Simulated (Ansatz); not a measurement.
Stepwise reaction of `C#C[Si](F)(F)C#C` with hydrogen chloride, as a gas-phase model of exchange steps in deposition or etching. ΔE in kJ/mol; ΔG adds harmonic PBE0-D4 terms to CCSD(T)/CBS, at 1 bar.

Isolated molecules relaxed with PBE0-D4/def2-TZVP in Ansatz; ΔE leaves out vibrations. CCSD(T)/CBS adds triple-zeta CCSD(T) − MP2 to the extrapolated MP2 energy (def2 sets, frozen cores). This one scheme is used for every species. DFT in def2-TZVPP. B3LYP here is the variant with VWN-RPA as its local correlation; programs differ in this.

```tsv
step	reaction	PBE-D4	B3LYP-D4	ωB97M-V	CCSD(T)/CBS	ΔG(500 K)
2	`C#C[Si](F)(F)Cl` + HCl → `F[Si](F)(Cl)Cl` + `C#C`	-51.9	-52.2	-57.8	-53.8	-42.9
```

Task: Give the row of step 1, `C#C[Si](F)(F)C#C` + HCl → `C#C[Si](F)(F)Cl` + `C#C`. (Best estimate.)

Result: Computed: 
| step | reaction | PBE-D4 | B3LYP-D4 | ωB97M-V | CCSD(T)/CBS | ΔG(500 K) |
| --- | --- | --- | --- | --- | --- | --- |
| 1 | `C#C[Si](F)(F)C#C` + HCl → `C#C[Si](F)(F)Cl` + `C#C` | -57.3 | -57.7 | -62.8 | -59.0 | -53.9 |

Task: By hand: ΔE of the 2 steps together at CCSD(T)/CBS.

Result: (-59.0) + (-53.8) = -112.8 kJ/mol, or -56.4 kJ/mol a step.

In ΔE each step is higher than the one before. All are downhill at CCSD(T)/CBS. ΔG lies between -53.9 and -42.9 kJ/mol a step. PBE-D4 differs from CCSD(T)/CBS by 1.7 to 1.9 kJ/mol a step. Isolated molecules leave out the surface, adducts and barriers. Largest T1 diagnostic: 0.013.
